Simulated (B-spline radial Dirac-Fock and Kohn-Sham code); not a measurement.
ΔSCF core binding energies without Breit or QED terms, calculated with a B-spline atomic structure program.

A sound run for the As³⁺ ion in the configuration [Ar] 3d10 4s2: The ground state converged in 10 iterations, with total energy -2257.49288 Ha, virial ratio 1.97749 and highest orbital energy -48.10 eV. ΔSCF binding energies: K (1s) 11938.1 eV, L3 (2p3/2) 1371.7 eV, M5 (3d5/2) 85.56 eV.

A second run, with one unsound setting: The ground state converged in 12 iterations, with total energy -65.20007 Ha, virial ratio 20.97037 and highest orbital energy -5.98 eV. ΔSCF binding energies: K (1s) 19.97 eV, L3 (2p3/2) 18.44 eV, M5 (3d5/2) 15.74 eV.

```
iter   energy (Ha)        error
   1      -49.34100040  1.76e-01
   2      -40.75529589  5.44e-01
   3      -64.18404997  9.65e-02
   4      -65.07911444  4.35e-02
   5      -65.19487791  4.93e-03
   6      -65.19768179  4.06e-03
   7      -65.19999889  4.97e-04
   8      -65.20006637  1.04e-04
   9      -65.20006906  1.86e-05
  12      -65.20006928  4.75e-08
```

Question: Which fault fits the second run best?
A. nuclear radius in wrong units
B. overfilled shell
C. functional not served
D. damping too heavy

Answer: A. The input had radius_factor = 100000.0: radius_factor inflates the nucleus far beyond its size, which weakens the binding of the inner electrons.
